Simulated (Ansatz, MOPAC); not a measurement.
Species: C2H2BCl2, charge 0, multiplicity 2. SMILES: ClB(Cl)C=[CH]
Geometry from a B3LYP-D3(BJ)/def2-TZVP (Ansatz, a first-principles code) optimisation:
```
C
C 1 1.3110
H 2 1.0801 1 138.82
H 1 1.0953 2 118.65 3 0.00
B 1 1.5423 4 117.48 2 -180.00
Cl 5 1.7534 1 122.05 4 -180.00
Cl 5 1.7584 1 119.30 4 0.00
```
Charge 0, spin multiplicity 2.

Property: enthalpy of formation at 298 K, in kcal/mol. Conventions: 6-311+G** with 5d, 6d on Na to Ar in Ansatz; LANL2DZ with its own core potentials from Na on; dispersion terms only where a functional's name holds one; frozen cores in correlated levels; non-relativistic; no spin-orbit coupling; six Cartesian d functions in 6-31G* and its kin unless marked 5d; open shells spin-unrestricted. First-principles rows: single points at B3LYP-D3(BJ) geometries (Ansatz), with unscaled harmonic terms from B3LYP/6-31G* (Ansatz) at its own minima, enthalpies of formation by atomisation with measured atoms. Semi-empirical rows: MOPAC heats of formation at their own minima for 298 K. A UHF reference is markedly spin-contaminated in at least one set, which strains HF and MP2.

```
level                            program  enthalpy of formation at 298 K (kcal/mol)
------------------------  --------------  -----------------------------------------
MNDO                               MOPAC                                       -9.6
HF/LANL2DZ                        Ansatz                                      214.3
PBE/6-311+G**                     Ansatz                                      -13.0
B3LYP/3-21G                       Ansatz                                       39.8
B3LYP/LANL2DZ                     Ansatz                                       57.5
B3LYP/6-31G*                      Ansatz                                       13.9
B3LYP/6-31+G*                     Ansatz                                       21.2
PBE0/6-31G*                       Ansatz                                       -3.7
MP2/STO-3G                        Ansatz                                       13.4
MP2/3-21G                         Ansatz                                      110.9
B3LYP-D3(BJ)/def2-TZVPD   Ansatz + dftd3                                        5.5
wB97M-V/def2-TZVPD                Ansatz                                        2.3
B2PLYP-D3(BJ)/def2-TZVPD  Ansatz + dftd3                                        9.0
```

No value to compare with is used here. The 10 habitual levels span -13.0 (PBE/6-311+G**) to 214.3 kcal/mol (HF/LANL2DZ); wB97M-V/def2-TZVPD gives 2.3.

The levels are drawn from those run, B3LYP/6-31G* more often than the rest, none by its result; left out are runs that failed, that the program found above a lower state of the same kind, or whose <S^2> lies over 0.5 above the pure value.
